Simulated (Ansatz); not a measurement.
Ansatz (a quantum-chemistry and plane-wave program) job for fluoroethane (C₂H₅F), SMILES CCF, PBE/def2-SVPD. The structure is a stationary point at PBE-D3(BJ)/def2-TZVP.

Ansatz 0.2 input:
```yaml
crystal:
  periodic: [false, false, false]
  atoms:
    - {symbol: C, position_ang: [-0.22526271, 1.19538141, 0.00000000]}
    - {symbol: C, position_ang: [0.54867469, -0.10280314, 0.00000000]}
    - {symbol: F, position_ang: [-0.33958208, -1.19380572, -0.00000000]}
    - {symbol: H, position_ang: [0.47264127, 2.04627775, -0.00000001]}
    - {symbol: H, position_ang: [-0.86121198, 1.27097895, -0.89271019]}
    - {symbol: H, position_ang: [-0.86121197, 1.27097896, 0.89271019]}
    - {symbol: H, position_ang: [1.18277477, -0.19972693, 0.89626861]}
    - {symbol: H, position_ang: [1.18277477, -0.19972693, -0.89626861]}
basis:
  gaussian:
    orbitals: def2-SVPD
hamiltonian:
  xc: {name: PBE}
```

Output:

```
WARN ansatz: RAYON_NUM_THREADS=1 ignored (pool sized by the plan → 1); use --threads N
Functional definition: PBE
integrals: 0.03 GiB planned
843 factors; their error is unknown
mean field: 0.25 GiB planned
mean field evaluation 1: about -4857.4224 eV, gradient 5.0e1 eV
mean field evaluation 2: about -4850.4964 eV, gradient 7.1e1 eV
mean field evaluation 4: about -4863.5058 eV, gradient 2.5e0 eV
mean field evaluation 8: about -4863.5190 eV, gradient 7.4e-2 eV
mean field evaluation 16: about -4863.4731 eV, gradient 2.6e-5 eV
mean field -4863.47306455 eV, -178.7293385417 hartree, gradient 2.6e-5 eV, S^2 0.000000; 0 other end points of the search recorded, 0 dependent functions left out
reference -4863.47310181 eV, -178.7293399109 hartree; 13, 13 occupied and 90, 90 virtual orbitals, 843 factors
Total energy: -4863.47310181 eV, -178.7293399109 hartree
```

The calculation finished and met its thresholds.
